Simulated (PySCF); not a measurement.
A geometry optimisation on `C#C[Si](N)(P)P`.

Method: PBE0-D3(BJ)/def2-SVP geometry optimisation, gas phase (PySCF 2.14.0). Start geometry: GFN2-xTB. The command runs a driver script over a list of jobs; the input below is this job's line of settings and its coordinates in Å.

Command:
```bash
OMP_NUM_THREADS=1 python probes_run.py task.json out
```

Input:
```
{"job": {"xc": "PBE0", "basis": "def2-SVP", "d3": "d3bj", "grid": 1, "shake": 0.01, "kind": "geom"}, "charge": 0, "multiplicity": 1}
C     -0.226300     2.294140     1.238880
C     -0.187540     1.283880     0.615220
Si    -0.055840    -0.348660    -0.293840
N     -1.080100    -0.504130    -1.623180
P      2.016850    -0.587310    -1.203510
P     -0.587280    -2.045830     1.091870
H     -0.303540     3.223680     1.767330
H     -2.082860    -0.637360    -1.470540
H     -0.950440     0.007850    -2.452710
H      2.689200    -0.451430     0.019770
H      2.141590     0.764430    -1.465510
H     -1.629010    -1.360170     1.677820
H      0.261080    -1.655970     2.088060
```

Output:
```
step   0  E = -1106.40780953  max force = 0.068633
step   1  E = -1106.41698139  max force = 0.006085
step   2  E = -1106.41762040  max force = 0.001443
step   3  E = -1106.41769195  max force = 0.000781
step   4  E = -1106.41774888  max force = 0.000825
step   5  E = -1106.41778375  max force = 0.000814
step   6  E = -1106.41782453  max force = 0.000818
step   7  E = -1106.41785048  max force = 0.000539
step   8  E = -1106.41786352  max force = 0.000539
step   9  E = -1106.41787081  max force = 0.000528
step  10  E = -1106.41787392  max force = 0.000304
optimisation converged
```

Energies in Eh; «max force» is the largest Cartesian gradient component in Eh/bohr.

**Question.** Give the first gradient maximum in eV/Å.

**Answer.** With 1 Eh/bohr = 51.422 eV/Å, 3.529 eV/Å.

Main results: final energy -1106.41787 Eh after 10 steps; dipole 2.75 D.

**Question.** Give the final coordinates.

**Answer.** 0.148 Å rms from the input after alignment:
```
atom  x, y, z in Å
C1    -0.2181    2.1763    1.4048
C2    -0.1437    1.1726    0.7169
Si3   -0.0305   -0.3492   -0.3180
N4    -1.1556   -0.3983   -1.6275
P5     2.0460   -0.5375   -1.1959
P6    -0.4100   -2.1810    0.9531
H7    -0.2786    3.0611    2.0136
H8    -2.1470   -0.4501   -1.4161
H9    -0.9984    0.1955   -2.4351
H10    2.6622   -0.2093    0.0518
H11    2.0646    0.8220   -1.6428
H12   -1.6731   -1.6845    1.4084
H13    0.2875   -1.6364    2.0759
```

Hardware: one thread of an Arm Neoverse V2, on a shared host. Cost: 83 s, 0.53 GiB resident at most.
Labels such as C1 count atoms from 1, the log's own numbers from 0.
